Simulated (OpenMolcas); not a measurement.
Computed levels of 4s2 4p2 in ions with 32 electrons, in cm-1 above 3P0.

- Program: OpenMolcas 26.06
- Method: MS-RASPT2, IPEA 0.25 Eh, imaginary shift 0.1 Eh
- Basis: ANO-R3
- Scalar Hamiltonian: X2C, finite nucleus
- Spin-orbit coupling: state interaction with AMFI integrals over the reference wave functions, term energies averaged over their components

Active space for each ion: 2 electrons in 9 orbitals (RAS2 4p; RAS3 4d 5s, at most 1 electron); closed shells correlated by CASPT2: 3d 4s.

```tsv
Level	As+	Br3+
3P1	912	2240
3P2	2260	5010
1D2	10120	15640
1S0	26470	37640
```

**Question.** Estimate 3P2, 1D2, 1S0 for Se2+ from its neighbours As+ and Br3+.

**Answer.** 3P2 is fine structure, which grows about as the fourth power of a screened charge, so the fourth roots are averaged: ((2260^0.25 + 5010^0.25) / 2)^4 = 3432. The calculation gives 3510, so the estimate is off by -2.2 %; the measured value is 3937 (Moore, Atomic Energy Levels, vol. II, NSRDS-NBS 35 (1971 reprint of NBS Circular 467, 1952)).
1D2 is another term, which grows about linearly with the charge: (10120 + 15640) / 2 = 12880. The calculation gives 12740, so the estimate is off by +1.1 %; the measured value is 13032 (Moore, Atomic Energy Levels, vol. II, NSRDS-NBS 35 (1971 reprint of NBS Circular 467, 1952)).
1S0 is another term, which grows about linearly with the charge: (26470 + 37640) / 2 = 32055. The calculation gives 32230, so the estimate is off by -0.5 %.

Term energies are means over components that CASPT2 splits; among the terms shown or strongly mixed into the levels shown the widest spread is 140 cm-1 (4s2 4p2 1D, Br3+). Over all roots computed the reference weight is 0.85 to 0.94 in As+, 0.84 to 0.95 in Se2+, 0.82 to 0.95 in Br3+; the roots of lowest weight are the least certain, and an intruder state may touch them. With the s shell closed, the reference lacks s² → p² mixing. Some terms miss by over 15 % even with CASPT2, which points to a basis or an active space too small for the shells correlated (holds for As+). Measured partners are found by configuration, term and J. A level has none where our copy of the source lacks it or the pairing is in doubt (some pairs that miss far off the trend of their configuration count as doubtful), and it then counts in no deviation. Where the source uses jj or jK labels, the order within each J decides. Only configurations of the active space appear.
